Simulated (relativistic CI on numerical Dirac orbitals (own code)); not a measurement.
## Co+ in a cubic cluster: 1s photoemission with charge transfer

Computed with a charge-transfer multiplet model of a cubic metal-ligand cluster with up to 2 ligand holes, Slater and spin-orbit integrals from Dirac-Coulomb-Breit ions, Slater integrals scaled by 0.9. The ground state mixes d8 with configurations of k ligand holes L, whose averages lie at kΔ + k(k − 1)U_dd/2; a core hole lowers each added d electron by U_cd. 300 K, Lorentzian 1.1 eV and Gaussian 0.6 eV FWHM.

Atomic integrals in eV (Slater integrals scaled, ζ unscaled), ground: F2dd 9.320, F4dd 5.741, zeta_d 0.056; with the core hole: F2dd 11.019, F4dd 6.839, zeta_d 0.082, G2cd 0.060.

Cluster parameters (eV): U_dd = 6.9, U_cd = 8.3, 10Dq = 0.45, 10Dq(ligand) = 1, V(eg) = 2.25, V(t2g) = -1.02, final-state hopping factor = 1.

| Case | n_d | d8 | d9L | d10L2 | S |
| --- | --- | --- | --- | --- | --- |
| Δ = 1.9 eV | 8.38 | 0.64 | 0.34 | 0.02 | 1.00 |
| Δ = 3.9 eV | 8.24 | 0.77 | 0.23 | 0.01 | 1.00 |
| Δ = 4.9 eV | 8.19 | 0.81 | 0.18 | 0.01 | 1.00 |
| Δ = 6.9 eV | 8.13 | 0.87 | 0.12 | 0.00 | 1.00 |
| Δ = 7.9 eV | 8.11 | 0.90 | 0.10 | 0.00 | 1.00 |

Weights, n_d and S are thermal averages at 300 K. Binding energies count from the first peak over 30 % of the highest in each spectrum, which can be another peak from case to case. The parameters are a model scan and need not match a compound or its usual spin state. Peaks in eV (height, largest 100):
- Δ = 1.9 eV: 0.0 (100), 5.8 (53), 10.9 (34)
- Δ = 3.9 eV: 0.0 (100), 6.0 (56), 9.5 (22)
- Δ = 4.9 eV: 0.0 (100), 6.1 (57), 9.4 (12)
- Δ = 6.9 eV: 0.0 (100), 5.8 (43)
- Δ = 7.9 eV: 0.0 (100), 5.8 (32)

Curve for Δ = 1.9 eV (points under 2 left out, the grid thinned):

(E (eV), Intensity): (-3.0, 4.1), (-2.6, 5.4), (-2.2, 7.4), (-1.9, 9.7), (-1.5, 14.9), (-1.1, 25.6), (-0.7, 48.6), (-0.4, 75.9), (0.0, 100.0), (0.4, 77.7), (0.8, 42.8), (1.2, 23.3), (1.5, 16.0), (1.9, 10.9), (2.3, 8.2), (2.7, 6.8), (3.0, 6.4), (3.4, 6.3), (3.8, 7.1), (4.2, 8.9), (4.5, 11.5), (4.9, 19.0), (5.3, 34.4), (5.7, 51.6), (6.1, 47.5), (6.4, 33.2), (6.8, 18.1), (7.2, 10.8), (7.6, 7.4), (7.9, 6.1), (8.3, 5.3), (8.7, 5.2), (9.1, 6.0), (9.4, 7.3), (9.8, 11.2), (10.2, 19.6), (10.6, 31.2), (11.0, 33.5), (11.3, 25.7), (11.7, 14.2), (12.1, 7.9), (12.5, 5.0), (12.8, 3.7), (13.2, 2.7), (13.6, 2.1)

For the case Δ = 4.9 eV, Δ = 4.9 eV is smaller than U_dd = 6.9 eV, the charge-transfer side of the Zaanen-Sawatzky-Allen scheme. With the core hole the configuration with one ligand hole lies at Δ − U_cd = -6.4, -4.4, -3.4, -1.4, -0.4 eV from the one without, in the order of the table; where this is negative the screened configuration lies lower, though the effective hopping of about 3.0 eV (from the holes of the mixed ground state) mixes the two strongly wherever it is as large as the gap.
